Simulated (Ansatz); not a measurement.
`[F][Mo]([F])([F])([F])=[S]`. Charge 0, multiplicity 1. Correlated methods include outer-core shells of Mo, which these sets cover unevenly. Mo: def2 effective core potential.

Cartesian coordinates in Å:
```
F -0.6945 1.6454 0.4382
Mo -0.0120 0.0038 -0.0127
F -1.6037 -0.6784 0.5911
F 0.0167 -1.4276 -1.1590
F 0.9260 0.8962 -1.3119
S 1.3675 -0.4394 1.4543
```

(1) Give the diagnostics of a CCSD(T)/def2-TZVPP run (frozen core, the Gaussian-basis code of Ansatz). (An estimate is asked.)

## Answers

(1) Ansatz gave: T1 = 0.0238, largest single amplitude 0.091, largest double 0.080, (T) share of the correlation energy 5.1 %, 14 CCSD cycles. The RHF solution is unstable towards an unrestricted one. T1 lies over the customary mark of 0.02 for closed shells; compounds of d metals often pass it without a breakdown.
